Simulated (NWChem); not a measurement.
System: C$_{4}$H$_{4}$F$_{2}$; SMILES C=C(F)C(=C)F

NWChem input:

```
start job
memory heap 200 mb stack 900 mb global 1100 mb
geometry units angstroms noautosym nocenter noautoz
  C      1.372081    -1.258857     0.000000
  C      0.156102    -0.714498     0.000000
  F     -0.951536    -1.489227     0.000000
  C     -0.156102     0.714498     0.000000
  C     -1.372081     1.258857     0.000000
  F      0.951536     1.489227     0.000000
  H      1.497057    -2.335101     0.000000
  H      2.249874    -0.626480     0.000000
  H     -2.249874     0.626480     0.000000
  H     -1.497057     2.335101     0.000000
end
basis spherical
  * library def2-svp
end
dft
  xc xpbe96 cpbe96
  iterations 150
end
cosmo
  do_cosmo_smd true
  solvent clbenzen
end
task dft energy
```

Parts of the log:

```
             Northwest Computational Chemistry Package (NWChem) 7.3.0
             --------------------------------------------------------

                             Geometry "geometry" -> ""
                             -------------------------

 Output coordinates in angstroms (scale by  1.889725989 to convert to a.u.)

  No.       Tag          Charge          X              Y              Z
 ---- ---------------- ---------- -------------- -------------- --------------
    1 C                    6.0000     1.37208100    -1.25885700     0.00000000
    2 C                    6.0000     0.15610200    -0.71449800     0.00000000
    3 F                    9.0000    -0.95153600    -1.48922700     0.00000000
    4 C                    6.0000    -0.15610200     0.71449800     0.00000000
    5 C                    6.0000    -1.37208100     1.25885700     0.00000000
    6 F                    9.0000     0.95153600     1.48922700     0.00000000
    7 H                    1.0000     1.49705700    -2.33510100     0.00000000
    8 H                    1.0000     2.24987400    -0.62648000     0.00000000
    9 H                    1.0000    -2.24987400     0.62648000     0.00000000
   10 H                    1.0000    -1.49705700     2.33510100     0.00000000

 Effective nuclear repulsion energy (a.u.)     224.5396167952

  pbe96 is a nonlocal functional; adding pw91lda local functional.

                                 NWChem DFT Module
                                 -----------------

 Summary of "ao basis" -> "ao basis" (spherical)
 ------------------------------------------------------------------------------
       Tag                 Description            Shells   Functions and Types
 ---------------- ------------------------------  ------  ---------------------
 C                          def2-svp                 6       14   3s2p1d
 F                          def2-svp                 6       14   3s2p1d
 H                          def2-svp                 3        5   2s1p

 in cosmo_initialize ...
 calling solv_data for solv:clbenzen

 solvent parameters
 solvname_short: clbenzen
 solvname_long:  chlorobenzene
 dielec:        5.6968
 dielecinf:     2.3229
 nonaqueous SMD model solvent descriptors
 dielec:        5.6968
 sola:          0.0000
 solb:          0.0700
 solc:          0.8570
 solg:         47.4800
 solh:          0.1430
 soln:          1.5241

          ---------------
          -cosmo- solvent
          ---------------
 Cosmo: York-Karplus, doi: 10.1021/jp992097l
 dielectric constant -eps-     =   5.70
 screen = (eps-1)/(eps    )    =   0.82446
 surface charge correction     = lagrangian

   van der Waals surface
 --------------------------

 ---------- ATOMIC COORDINATES (A.U.) ------------ VDWR(ANG.) --
     1    2.59285712   -2.37889479    0.00000000     1.850
     2    0.29499001   -1.35020544    0.00000000     1.850
     3   -1.79814231   -2.81423096    0.00000000     1.730
     4   -0.29499001    1.35020544    0.00000000     1.850
     5   -2.59285712    2.37889479    0.00000000     1.850
     6    1.79814231    2.81423096    0.00000000     1.730
     7    2.82902752   -4.41270105    0.00000000     1.200
     8    4.25164537   -1.18387554    0.00000000     1.200
     9   -4.25164537    1.18387554    0.00000000     1.200
    10   -2.82902752    4.41270105    0.00000000     1.200
 number of segments per atom =        128
 number of   points per atom =        128
 atom (   nspa,  nppa )
 ----------------------
    1 (     64,     0 )       0
    2 (     28,     0 )       0
    3 (     80,     0 )       0
    4 (     28,     0 )       0
    5 (     64,     0 )       0
    6 (     80,     0 )       0
    7 (     54,     0 )       0
    8 (     50,     0 )       0
    9 (     50,     0 )       0
   10 (     54,     0 )       0
 number of -cosmo- surface points =      552
 molecular surface =    117.489 angstrom**2
 molecular volume  =     96.074 angstrom**3
 -lineq- algorithm             =   0
 -bem- low  level              =   3
 -bem- from -octahedral-
 gaussian surface charge width =   4.50000
 degree of switching           =   1.00000
 switching function tolerance  =   0.00010
 atomic radii =
 --------------
    1  6.000  1.850
    2  6.000  1.850
    3  9.000  1.730
    4  6.000  1.850
    5  6.000  1.850
    6  9.000  1.730
    7  1.000  1.200
    8  1.000  1.200
    9  1.000  1.200
   10  1.000  1.200
 ...... end of -cosmo- initialization ......

 nat:                    10
 ixmem:                  5529
 calling mnsol_interface()
 G(SMD-CDS) energy (kcal/mol)  =     0.477
 SMD-CDS SASA (angstrom**2)    =   139.567

            General Information
            -------------------
          SCF calculation type: DFT
          Wavefunction type:  closed shell.
          No. of atoms     :    10
          No. of electrons :    46
           Alpha electrons :    23
            Beta electrons :    23
          Charge           :     0
          Spin multiplicity:     1
          Use of symmetry is: off; symmetry adaption is: off
          Maximum number of iterations: 150
          AO basis - number of functions:   104
                     number of shells:    48
          Convergence on energy requested:  1.00D-06
          Convergence on density requested:  1.00D-05
          Convergence on gradient requested:  5.00D-04

              XC Information
              --------------
          PerdewBurkeErnzerhof Exchange Functional  1.000
            Perdew 1991 LDA Correlation Functional  1.000 local
           PerdewBurkeErnz. Correlation Functional  1.000 non-local

             Grid Information
             ----------------
          Grid used for XC integration:  medium
          Radial quadrature: Mura-Knowles
          Angular quadrature: Lebedev.
          Tag              B.-S. Rad. Rad. Pts. Rad. Cut. Ang. Pts.
          ---              ---------- --------- --------- ---------
          C                   0.70       49          12.0       434
          F                   0.50       49          10.0       434
          H                   0.35       45          13.0       434
          Grid pruning is: on
          Number of quadrature shells:   474
          Spatial weights used:  Erf1

      Superposition of Atomic Density Guess
      -------------------------------------

 Sum of atomic energies:        -351.08138089

      Non-variational initial energy
      ------------------------------

 Total energy =    -353.932055
 1-e energy   =    -927.816064
 2-e energy   =     349.344393
 HOMO         =      -0.269113
 LUMO         =      -0.023336

   convergence    iter        energy       DeltaE   RMS-Dens  Diis-err
 ---------------- ----- ----------------- --------- --------- ---------
     COSMO gas phase
 d= 0,ls=0.0,diis     1   -353.6897305380 -5.78D+02  1.97D-02  1.08D+00
 d= 0,ls=0.0,diis     2   -353.4288221011  2.61D-01  1.21D-02  3.69D+00
 d= 0,ls=0.0,diis     3   -353.8009654299 -3.72D-01  3.42D-03  7.81D-02
 d= 0,ls=0.0,diis     4   -353.8056316222 -4.67D-03  1.67D-03  4.31D-02
 d= 0,ls=0.0,diis     5   -353.8112636767 -5.63D-03  2.96D-04  2.42D-03
  Resetting Diis
 d= 0,ls=0.0,diis     6   -353.8114469726 -1.83D-04  9.19D-05  6.98D-05
 d= 0,ls=0.0,diis     7   -353.8114571029 -1.01D-05  2.20D-05  9.52D-07
 d= 0,ls=0.0,diis     8   -353.8114570182  8.47D-08  1.36D-05  1.63D-06
 d= 0,ls=0.0,diis     9   -353.8114571926 -1.74D-07  3.26D-06  2.27D-07

   convergence    iter        energy       DeltaE   RMS-Dens  Diis-err
 ---------------- ----- ----------------- --------- --------- ---------
     COSMO solvation phase
 d= 0,ls=0.0,diis     1   -353.8139139932 -2.46D-03  1.23D-03  7.90D-04
 d= 0,ls=0.0,diis     2   -353.8140654800 -1.51D-04  3.38D-04  7.08D-04
 d= 0,ls=0.0,diis     3   -353.8141318158 -6.63D-05  1.13D-04  2.44D-04
 d= 0,ls=0.0,diis     4   -353.8141542453 -2.24D-05  4.14D-05  3.30D-05
 d= 0,ls=0.0,diis     5   -353.8141583023 -4.06D-06  1.14D-05  2.55D-06
 d= 0,ls=0.0,diis     6   -353.8141585764 -2.74D-07  4.13D-06  4.05D-07

         Total DFT energy =     -353.814158576426
      One electron energy =     -931.390055467889
           Coulomb energy =      396.562739824298
    Exchange-Corr. energy =      -43.630371640906
 Nuclear repulsion energy =      224.539616795201

             COSMO energy =        0.103911912869

 Numeric. integr. density =       45.999981949249

                                COSMO-SMD solvation results
                                ---------------------------

             internal energy in gas <Psi(g)|H|Psi(g)> =      -353.811457192575
         internal energy in solvent <Psi(s)|H|Psi(s)> =      -353.811180663936
                               delta internal energy  =         0.000276528639 (    0.17 kcal/mol)
   total free energy in solvent <Psi(s)|H+V/2|Psi(s)> =      -353.814918158688
 polarization energy contribution <Psi(s)|V/2|Psi(s)> =        -0.003737494752 (   -2.35 kcal/mol)
    total free energy in solvent including G(SMD-CDS) =      -353.814158576426
                       G(SMD-CDS) energy contribution =         0.000759582262 (    0.48 kcal/mol)
     1 M fixed-concentration free energy of solvation =        -0.002701383851 (   -1.70 kcal/mol)

                       DFT Final Molecular Orbital Analysis
                       ------------------------------------

 Vector   21  Occ=2.000000D+00  E=-3.160899D-01
              MO Center= -1.5D-08, -4.5D-08, -5.3D-11, r^2= 3.2D+00
   Bfn.  Coefficient  Atom+Function         Bfn.  Coefficient  Atom+Function
  ----- ------------  ---------------      ----- ------------  ---------------
    33      0.350692   3 F  py               75     -0.350692   6 F  py
    36     -0.238739   3 F  py               78      0.238739   6 F  py
    19      0.223735   2 C  py               47     -0.223735   4 C  py
    32     -0.199120   3 F  px               74      0.199120   6 F  px
     4      0.175609   1 C  px               60     -0.175609   5 C  px

 Vector   22  Occ=2.000000D+00  E=-2.664182D-01
              MO Center= -1.3D-08,  1.6D-08,  3.6D-10, r^2= 3.0D+00
   Bfn.  Coefficient  Atom+Function         Bfn.  Coefficient  Atom+Function
  ----- ------------  ---------------      ----- ------------  ---------------
    34      0.307895   3 F  pz               76      0.307895   6 F  pz
    20      0.276656   2 C  pz               48      0.276656   4 C  pz
     6      0.229295   1 C  pz               62      0.229295   5 C  pz
    37     -0.226522   3 F  pz               79     -0.226522   6 F  pz
     9      0.141456   1 C  pz               65      0.141456   5 C  pz

 Vector   23  Occ=2.000000D+00  E=-2.207572D-01
              MO Center=  4.3D-09, -1.5D-08, -1.5D-09, r^2= 3.8D+00
   Bfn.  Coefficient  Atom+Function         Bfn.  Coefficient  Atom+Function
  ----- ------------  ---------------      ----- ------------  ---------------
     6      0.351640   1 C  pz               62     -0.351640   5 C  pz
     9      0.274929   1 C  pz               65     -0.274929   5 C  pz
    20      0.231297   2 C  pz               48     -0.231297   4 C  pz
    34      0.146039   3 F  pz               76     -0.146039   6 F  pz
    37     -0.113596   3 F  pz               79      0.113596   6 F  pz

 Vector   24  Occ=0.000000D+00  E=-7.201122D-02
              MO Center=  4.3D-10,  2.0D-09, -3.9D-10, r^2= 3.9D+00
   Bfn.  Coefficient  Atom+Function         Bfn.  Coefficient  Atom+Function
  ----- ------------  ---------------      ----- ------------  ---------------
     9      0.426755   1 C  pz               65      0.426755   5 C  pz
     6      0.360131   1 C  pz               62      0.360131   5 C  pz
    20     -0.294057   2 C  pz               48     -0.294057   4 C  pz
    23     -0.282854   2 C  pz               51     -0.282854   4 C  pz
    34     -0.111466   3 F  pz               76     -0.111466   6 F  pz

 Vector   25  Occ=0.000000D+00  E= 4.475137D-02
              MO Center=  4.0D-09, -3.8D-09,  3.7D-08, r^2= 3.0D+00
   Bfn.  Coefficient  Atom+Function         Bfn.  Coefficient  Atom+Function
  ----- ------------  ---------------      ----- ------------  ---------------
    23      0.603107   2 C  pz               51     -0.603107   4 C  pz
    20      0.480356   2 C  pz               48     -0.480356   4 C  pz
     9     -0.429485   1 C  pz               65      0.429485   5 C  pz
     6     -0.225619   1 C  pz               62      0.225619   5 C  pz
    34      0.163469   3 F  pz               76     -0.163469   6 F  pz

 Vector   26  Occ=0.000000D+00  E= 4.618998D-02
              MO Center= -1.1D-08,  2.2D-08, -3.4D-08, r^2= 4.8D+00
   Bfn.  Coefficient  Atom+Function         Bfn.  Coefficient  Atom+Function
  ----- ------------  ---------------      ----- ------------  ---------------
    86      0.672718   7 H  s               101     -0.672718  10 H  s
     3     -0.476141   1 C  s                59      0.476141   5 C  s
    21      0.359617   2 C  px               49      0.359617   4 C  px
    31      0.344620   3 F  s                73     -0.344620   6 F  s
     8      0.249158   1 C  py               64      0.249158   5 C  py

     Multipole analysis of the density
     ---------------------------------

     L   x y z        total         alpha         beta         nuclear
     -   - - -        -----         -----         ----         -------
     0   0 0 0     -0.000000    -23.000000    -23.000000     46.000000

     1   1 0 0     -0.000000     -0.000000     -0.000000      0.000000
     1   0 1 0      0.000000      0.000000      0.000000      0.000000
     1   0 0 1     -0.000000     -0.000000     -0.000000      0.000000

     2   2 0 0    -22.869739   -107.474159   -107.474159    192.078580
     2   1 1 0     -2.940971      9.901685      9.901685    -22.744340
     2   1 0 1      0.000000      0.000000      0.000000      0.000000
     2   0 2 0    -24.242923   -149.167188   -149.167188    274.091452
     2   0 1 1      0.000000      0.000000      0.000000      0.000000
     2   0 0 2    -26.144743    -13.072372    -13.072372      0.000000
```

Level: PBE/def2-SVP, SMD on the gas-phase geometry. The geometry was optimised at B3LYP/6-31G* (spherical d). Solvent: chlorobenzene.
